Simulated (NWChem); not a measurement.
# Correlation energy of H$_{4}$AsSi

SMILES: [SiH3][AsH]
```xyz
6

Si    -1.4415    -0.5646     0.0448
As     0.7455     0.3405    -0.0258
H     -1.6489    -1.3550     1.2985
H     -2.4329     0.5523     0.0081
H     -1.6806    -1.4619    -1.1289
H      1.3421    -1.0680     0.0454
```
Charge 0, spin multiplicity 2.

The numbers come from NWChem runs, not from measurements. The geometry was optimised at UPBE0/def2-SVP, a minimum by its harmonic frequencies.

Basis set: 3-21G. Each correlation energy counts from its own Hartree-Fock reference.

The Hamiltonian is non-relativistic. The correlated methods keep 14 core orbitals frozen. The structure started from a generated list of species. The stability of the SCF solutions was not checked. Open-shell Hartree-Fock references start from PBE0 orbitals. Coupled-cluster values serve here as a point of comparison, not as the truth.

Question: For the correlation energy, UMP2 gives -99.8 mHa and SCS-UMP2 gives -108.9 mHa. What do CCSD on UHF, CCSD[T] on UHF, CCSD(T) on UHF give?

Answer: CCSD on UHF: -132.0 mHa; CCSD[T] on UHF: -134.1 mHa; CCSD(T) on UHF: -134.0 mHa.
